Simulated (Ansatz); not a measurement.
The cluster Ge₂O₂. Charge 0, multiplicity 3. Geometry PBE-D4/def2-SVP, that of the charge +1 doublet; atoms count from 1.

```xyz
4

Ge    0.018    0.442    1.487
Ge   -0.018   -0.440   -1.488
O     1.094   -0.053    0.003
O    -1.094    0.052   -0.002
```

At PBE0-D4/def2-TZVP a singlet of charge 0 lies 1.79 eV below the triplet at the same geometry. The structure comes from a short search, and lower isomers may exist.

**Question.** Estimate the Mulliken populations from the PBE0/def2-TZVP orbitals of Ansatz.

**Answer.** 
| atom | charge (e) | spin (α − β) |
| --- | --- | --- |
| Ge1 | 0.45 | 0.49 |
| Ge2 | 0.45 | 0.49 |
| O3 | -0.45 | 0.51 |
| O4 | -0.45 | 0.51 |
Mulliken values and Mayer orders depend strongly on the basis.

**Question.** Where does the spin sit?

**Answer.** Summed by element: Ge 0.97, O 1.03, of 2 unpaired in all. Largest on single atoms: O3 0.51, O4 0.51, Ge2 0.49.

**Question.** And the Mayer bond orders between bonded heavy atoms (over 0.3)?

**Answer.** Ge1–O3 0.75 (1.90 Å); Ge1–O4 0.75 (1.90 Å); Ge2–O3 0.75 (1.90 Å); Ge2–O4 0.75 (1.90 Å). Values over 0.3 also appear between atoms too far apart for a bond (Ge1–Ge2 0.44 at 3.10 Å; O3–O4 0.32 at 2.19 Å); they arise where an orbital or an unpaired electron spreads over both atoms.
